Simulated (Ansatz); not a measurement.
Ansatz (a quantum-chemistry and plane-wave program) input:

Ansatz 0.2 input:
```yaml
crystal:
  periodic: [false, false, false]
  atoms:
    - {symbol: Ir, position_ang: [-0.00000000, -0.00000000, -0.01998718]}
    - {symbol: H, position_ang: [0.00000000, 0.00000000, 1.53901255]}
basis:
  gaussian:
    orbitals: def2-TZVPD
hamiltonian:
  xc: {name: wB97M-V}
total_charge: -1
magnetization: {spin_polarized: true, initial_magnetization: 1}
```

**Question.** Predict the final energy.

**Answer.** -104.79503 Eh (wB97M-V/def2-TZVPD). The basis has 52 functions.

This state (charge -1, doublet) is run at the relaxed geometry of the species with charge 0 and multiplicity 3.
